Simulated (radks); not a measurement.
Coulomb parameter of the 5d shell of the tantalum ion Ta2+ in the model configuration [Xe] 4f14 5d2 6p1, as a second difference U = [E(n + 0.5) + E(n - 0.5) - 2 E(n)] / (0.5)^2 with all orbitals relaxed. "Bare": the charge of the atom changes with n. "Screened": the 6p shell takes up the change at fixed total charge, which measures U(5d,5d) + U(6p,6p) - 2 U(5d,6p). All-electron calculation, Dirac Kohn-Sham, PBE, spin-unpolarised, spherical densities, point nucleus; open shells are shared between the two j in proportion to 2j + 1. Program: a radial shooting solver on a logarithmic mesh with Libxc functionals.

| case | configuration | E - E(n) (eV) |
|---|---|---|
| start | [Xe] 4f14 5d2 6p1 | 0.000 |
| bare +0.5 | [Xe] 4f14 5d2.5 6p1 | -9.414 |
| bare -0.5 | [Xe] 4f14 5d1.5 6p1 | 12.031 |
| screened +0.5 | [Xe] 4f14 5d2.5 6p0.5 | -3.419 |
| screened -0.5 | [Xe] 4f14 5d1.5 6p1.5 | 3.812 |

U(bare) = 10.467 eV, U(screened by 6p) = 1.569 eV.
